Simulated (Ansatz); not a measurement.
Harmonic frequencies (cm⁻¹) at PBE0-D4/def2-TZVP from Ansatz: 102, 147, 158, 246, 247, 398, 440, 521, 573, 603, 728, 780, 942, 1002, 1033, 1132, 1173, 1304, 1397, 1400, 1486, 1493, 1648, 1909, 1914, 3004, 3053, 3120, 3186, 3812.

Each molecule was computed in one conformer, which needn't be the lowest.

(1) Which molecule is it?
A. `C=[CH][Al]([CH3])[OH]`
B. `C[C]1(C)[O][AlH]1`
C. `C/[C]([AlH2])=C\O`
D. `F[SiH]([SiH3])OC=S`

Results:

(1) C.
